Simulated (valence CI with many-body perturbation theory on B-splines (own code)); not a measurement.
Values are calculated unless marked as measured or tabulated.
## Energy levels of Tc38+

Method: relativistic CI+MBPT: three valence electrons over a frozen Dirac-Fock core [He], a basis of 11 s, 11 p, 9 d, 7 f, 5 g, 2 h, 1 i functions for each j, with the one-electron correlation potential Σ1 (screened to all orders), the two-electron term Σ2, the three-electron term Σ3, Breit, model QED; selected single and double excitations, second order for the rest (own B-spline code, finite nucleus).

No measured spectrum was set against this ion. As an estimate, large intervals hold to a few tenths of a per cent, small ones and those within an open d or f shell to about a per cent.

Levels 1 to 45 of 98, with energies above the lowest level, (2s^2 2p1/2) J=1/2. "Leading %" is the weight of the configuration and term that name the level; weights of strongly mixed levels are sums over their largest components and can fall short. In the jj column 3d3/2^4 stands for four electrons in 3d with j = 3/2.

```csv
No.,Configuration,Term,J,E (eV),Leading %,Second component,g,Leading jj
1,2s2 2p,2P°,1/2,0.0,99,,0.651,2s^2 2p1/2 (99 %)
2,2s 2p2,4P,1/2,115.2,70,22 % 2s 2p2 2S,2.345,2s 2p1/2^2 (92 %)
3,2s2 2p,2P°,3/2,132.4,98,,1.322,2s^2 2p3/2 (98 %)
4,2s 2p2,4P,3/2,214.6,95,,1.684,2s 2p1/2 2p3/2 (98 %)
5,2s 2p2,4P,5/2,238.6,55,45 % 2s 2p2 2D,1.406,2s 2p1/2 2p3/2 (95 %)
6,2s 2p2,2D,3/2,278.1,74,25 % 2s 2p2 2P,0.932,2s 2p1/2 2p3/2 (98 %)
7,2s 2p2,2P,1/2,282.9,73,20 % 2s 2p2 4P,1.144,2s 2p1/2 2p3/2 (91 %)
8,2s 2p2,2D,5/2,366.0,55,45 % 2s 2p2 4P,1.371,2s 2p3/2^2 (95 %)
9,2p3,2P°,3/2,407.3,40,35 % 2p3 4S°,1.430,2p1/2^2 2p3/2 (96 %)
10,2s 2p2,2S,1/2,422.0,71,18 % 2s 2p2 2P,1.811,2s 2p3/2^2 (97 %)
11,2s 2p2,2P,3/2,423.2,73,23 % 2s 2p2 2D,1.217,2s 2p3/2^2 (96 %)
12,2p3,4S°,3/2,517.6,50,48 % 2p3 2D°,1.401,2p1/2 2p3/2^2 (98 %)
13,2p3,2D°,5/2,533.5,100,,1.188,2p1/2 2p3/2^2 (100 %)
14,2p3,2P°,1/2,563.3,99,,0.651,2p1/2 2p3/2^2 (99 %)
15,2p3,2P°,3/2,676.9,57,28 % 2p3 2D°,1.270,2p3/2^3 (98 %)
16,2s2 3s,2S,1/2,3119.0,96,,1.996,2s^2 3s (96 %)
17,2s2 3p,2P°,1/2,3160.9,94,,0.669,2s^2 3p1/2 (94 %)
18,2s2 3p,2P°,3/2,3197.0,81,9 % 2s 2p 3s 4P°,1.364,2s^2 3p3/2 (81 %)
19,2s 2p 3s,4P°,1/2,3201.0,89,8 % 2s 2p 3s 2P°,2.444,2s 2p1/2 3s (98 %)
20,2s 2p 3s,4P°,3/2,3217.8,62,21 % 2s 2p 3s 2P°,1.575,2s 2p1/2 3s (79 %)
21,2s 2p 3s,2P°,1/2,3229.0,93,5 % 2s 2p 3s 4P°,0.748,2s 2p1/2 3s (96 %)
22,2s2 3d,2D,3/2,3233.9,93,,0.806,2s^2 3d3/2 (93 %)
23,2s 2p 3p,4D,1/2,3236.7,73,20 % 2s 2p 3p 2P,0.244,2s 2p1/2 3p1/2 (99 %)
24,2s2 3d,2D,5/2,3245.8,97,,1.196,2s^2 3d5/2 (97 %)
25,2s 2p 3p,4D,3/2,3251.0,49,19 % 2s 2p 3p 2P,1.158,2s 2p1/2 3p1/2 (91 %)
26,2s 2p 3p,4P,1/2,3269.9,57,21 % 2s 2p 3p 2S,2.096,2s 2p1/2 3p1/2 (95 %)
27,2s 2p 3p,4P,3/2,3282.5,29,25 % 2s 2p 3p 4D,1.422,2s 2p1/2 3p3/2 (99 %)
28,2s 2p 3p,2P,1/2,3294.3,46,16 % 2s 2p 3p 4P,1.222,2s 2p1/2 3p3/2 (89 %)
29,2s 2p 3p,4D,5/2,3296.6,58,24 % 2s 2p 3p 2D,1.361,2s 2p1/2 3p3/2 (94 %)
30,2s 2p 3p,2D,3/2,3300.1,50,19 % 2s 2p 3p 4S,1.239,2s 2p1/2 3p3/2 (96 %)
31,2s 2p 3d,4F°,3/2,3307.6,76,13 % 2s 2p 3d 2D°,0.535,2s 2p1/2 3d3/2 (98 %)
32,2s 2p 3d,4F°,5/2,3319.8,67,16 % 2s 2p 3d 4D°,1.075,2s 2p1/2 3d3/2 (64 %)
33,2s 2p 3d,4P°,5/2,3325.8,33,28 % 2s 2p 3s 4P°,1.431,2s 2p1/2 3d5/2 (54 %)
34,2s 2p 3d,4D°,1/2,3332.1,64,25 % 2s 2p 3d 2P°,0.367,2s 2p1/2 3d3/2 (92 %)
35,2s 2p 3d,4D°,3/2,3332.3,42,25 % 2s 2p 3d 4P°,1.284,2s 2p1/2 3d3/2 (79 %)
36,2s 2p 3s,4P°,5/2,3334.8,70,8 % 2s 2p 3d 4P°,1.483,2s 2p3/2 3s (70 %)
37,2s 2p 3d,4F°,7/2,3338.6,49,27 % 2s 2p 3d 4D°,1.259,2s 2p1/2 3d5/2 (95 %)
38,2s 2p 3s,2P°,3/2,3347.0,79,17 % 2s 2p 3s 4P°,1.383,2s 2p3/2 3s (97 %)
39,2s 2p 3d,2D°,3/2,3348.4,47,39 % 2s 2p 3d 2P°,1.019,2s 2p1/2 3d5/2 (75 %)
40,2s 2p 3d,2F°,5/2,3349.6,60,14 % 2s 2p 3d 4P°,1.049,2s 2p1/2 3d5/2 (88 %)
41,2p2 3s,4P,1/2,3358.8,53,21 % 2p2 3s 2S,2.048,2p1/2^2 3s (90 %)
42,2s 2p 3p,4P,3/2,3378.9,49,21 % 2s 2p 3p 4S,1.624,2s 2p3/2 3p1/2 (99 %)
43,2s 2p 3p,2D,5/2,3381.6,41,30 % 2s 2p 3p 4D,1.356,2s 2p3/2 3p1/2 (97 %)
44,2s 2p 3s,2P°,1/2,3386.4,57,16 % 2p2 3p 4D°,0.718,2s 2p3/2 3s (60 %)
45,2s 2p 3s,2P°,3/2,3390.5,87,11 % 2s 2p 3s 4P°,1.363,2s 2p3/2 3s (94 %)
```

Where two levels of one J and parity lie close, their mixing, g and order are uncertain.

The ionisation energy to 2s2 1S_0 of the next ion comes out as 5572 eV (NIST: 5570 ± 4 eV (semi-empirical)). All 98 levels together are meant to be complete up to 3600.8 eV.
